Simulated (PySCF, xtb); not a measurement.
B(H)(NH2)2 (BH5N2), SMILES NBN.

The structure is a stationary point at B3LYP-D3(BJ)/def2-TZVP. One conformer was computed; it need not be the lowest.

Method: C-PCM-ωB97X/def2-SVP (PySCF).

The values are the electrostatic part of the solvation free energy, E(continuum) − E(gas) at the gas-phase geometry, in a cavity of scaled van der Waals radii (PySCF's table); cavitation and dispersion terms are not included. In vacuum the orbital gap is 13.34 eV. The dipole moment in vacuum is 1.49 D.

```csv
solvent,ε,ΔG(elec) (kcal/mol),dipole (D),gap (eV)
water,78.36,-4.9,1.88,13.60
n-hexane,1.88,(withheld),(withheld),(withheld)
benzene,2.27,-2.6,1.69,13.52
```

Task: What belongs in the gaps? (An estimate is asked for; the answer gives what the named calculation found.)

Result: 
- n-hexane, ΔG(elec) (kcal/mol): -2.2
- n-hexane, dipole (D): 1.66
- n-hexane, gap (eV): 13.49

For comparison, GFN2-xTB/ALPB(water) (xtb, at the GFN2-xTB geometry, all terms of that model) gives -5.2 kcal/mol.
